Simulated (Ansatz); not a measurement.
`[SiH3]O[SiH2][SiH3]`, relaxed with RKS PBE0-D4/def2-TZVP in the Gaussian-basis code of Ansatz from a PBE-D4/def2-SVP geometry. The force threshold is 0.005 eV/Å; the program also tests the step.

The species carries charge 0 and has multiplicity 1.

Start:

```xyz
12

Si    1.977    0.516   -0.945
O     1.269   -0.251    0.366
Si   -0.151   -1.059    0.766
Si   -2.021    0.349    0.475
H     1.131    1.682   -1.387
H     3.328    1.006   -0.518
H     2.124   -0.439   -2.100
H    -0.036   -1.491    2.201
H    -0.310   -2.291   -0.092
H    -2.141    0.781   -0.963
H    -1.891    1.579    1.333
H    -3.280   -0.383    0.863
```

| step | energy (eV) | largest force (eV/Å) | largest move (Å) |
| --- | --- | --- | --- |
| 1 | -25801.5123 | 0.655 | 0.000 |
| 2 | -25801.5679 | 0.498 | 0.039 |
| 3 | -25801.5819 | 0.094 | 0.025 |
| 4 | -25801.5838 | 0.040 | 0.034 |
| 5 | -25801.5846 | 0.050 | 0.041 |
| 6 | -25801.5850 | 0.043 | 0.034 |
| 7 | -25801.5853 | 0.024 | 0.018 |
| 8 | -25801.5854 | 0.014 | 0.005 |
| 9 | -25801.5856 | 0.004 | 0.021 |
| 10 | -25801.5859 | 0.038 | 0.064 |
| 11 (rejected) | -25801.5846 | 0.063 | 0.073 |
| 14 | -25801.5864 | 0.025 | 0.066 |
| 17 | -25801.5870 | 0.034 | 0.042 |
| 20 | -25801.5872 | 0.020 | 0.018 |
| 23 | -25801.5874 | 0.015 | 0.013 |
| 26 | -25801.5876 | 0.028 | 0.019 |
| 29 | -25801.5877 | 0.027 | 0.009 |
| 32 | -25801.5878 | 0.025 | 0.021 |
| 35 | -25801.5880 | 0.019 | 0.020 |
| 38 | -25801.5881 | 0.005 | 0.005 |
| 41 | -25801.5881 | 0.009 | 0.018 |
| 44 | -25801.5881 | 0.009 | 0.021 |
| 47 | -25801.5882 | 0.005 | 0.008 |
| 50 | -25801.5882 | 0.015 | 0.007 |
| 52 | -25801.5882 | 0.003 | 0.007 |

End:

```xyz
12

Si    1.911    0.527   -0.911
O     1.213   -0.646   -0.013
Si   -0.169   -1.163    0.703
Si   -1.922    0.371    0.418
H     0.921    1.602   -1.196
H     3.059    1.100   -0.165
H     2.391   -0.051   -2.191
H     0.094   -1.365    2.153
H    -0.549   -2.477    0.116
H    -2.229    0.570   -1.025
H    -1.580    1.690    1.016
H    -3.138   -0.158    1.095
```

It took 3.1 min on 4 threads of a server CPU on a shared host, with 0.53 GiB of host memory at the peak.
